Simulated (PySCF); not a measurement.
C3H4F2Si, SMILES C#C[Si](C)(F)F. The structure is a stationary point at PBE0-D3(BJ)/def2-SVP.

Question: Give the equilibrium geometry at PBE0-D3(BJ)/def2-SVP (PySCF confirms it by a frequency run) as a Z-matrix, and its point group. (Estimate from the structure and the level; the computed values follow.)

Answer: point group Cs.
```
Si
F 1 1.6146
F 1 1.6146 2 106.09
C 1 1.8206 2 108.19 3 -115.90
C 4 1.2160 2 147.75 1 176.45
H 5 1.0762 2 157.18 1 178.03
C 1 1.8397 2 110.33 3 119.49
H 7 1.1004 1 110.42 2 -178.60
H 7 1.1004 8 108.26 1 121.00
H 7 1.1005 8 108.49 9 117.54
```
